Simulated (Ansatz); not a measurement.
`C=C[CH2][Al]([F])[Cl]` + CH₃SH → `C[S][Al]([F])[Cl]` + `C=CC` at 500 K and 1 bar (ligand exchange at the Al–C bond).

Program: Ansatz. Geometries: PBE0-D4/def2-TZVP. ΔE: electronic, gas phase. CCSD(T)/CBS is the MP2 limit (def2-TZVPP, def2-QZVPP) plus CCSD(T) − MP2 in def2-TZVPP, frozen cores. This one scheme is used for every species. One conformer a species, not always the lowest.

```
                species  CCSD(T)/CBS energy (Eh)  H − E (kJ/mol)  S (J/(mol·K))
`C=C[CH2][Al]([F])[Cl]`               -918.89256           245.5          440.2
                  CH₃SH               -438.22835           145.1          283.7
    `C[S][Al]([F])[Cl]`              -1239.41425           159.7          429.5
                 `C=CC`               -117.74610           238.4          304.6
```

H − E and S are ideal-gas, rigid-rotor, harmonic terms from PBE0-D4/def2-TZVP, for one conformer and one mirror image of each species. 1 Eh = 2625.50 kJ/mol, R = 8.31446 J/(mol·K).

**Question.** By hand: ΔE, ΔH, ΔS and ΔG.

**Answer.** ΔE = (-1239.41425) + (-117.74610) − (-918.89256) − (-438.22835) = -0.03944 Eh = -103.5 kJ/mol. Δ(H − E) = 159.7 + 238.4 − 245.5 − 145.1 = 7.5, so ΔH = -96.0 kJ/mol. ΔS = 429.5 + 304.6 − 440.2 − 283.7 = 10.2 J/(mol·K). ΔG = -96.0 − 500 × (10.2)/1000 = -101.1 kJ/mol.

**Question.** By hand: the equilibrium constant, and the temperature at which ΔG would vanish if ΔH and ΔS stayed fixed.

**Answer.** log₁₀ K = −ΔG/(RT ln 10) = 10.6. ΔH and −TΔS have one sign here, so there is no such temperature.

The number of gas molecules stays the same, so ΔS is small and ΔH decides. A doubt of 5 kJ/mol in ΔE shifts log₁₀ K by 0.5 here. Other conformers and mirror images would add mixing entropy, several J/(mol·K) or more a flexible species. Modes under 60 cm⁻¹, often nearly free rotors, make the harmonic entropy too high. These are equilibria of isolated gas molecules and say nothing of rates. Largest T1 diagnostic: 0.011 (customary marks: 0.02 for closed shells, 0.045 for open ones).

ΔS is within the doubt of such terms, so its sign, and with it that verdict, could turn.
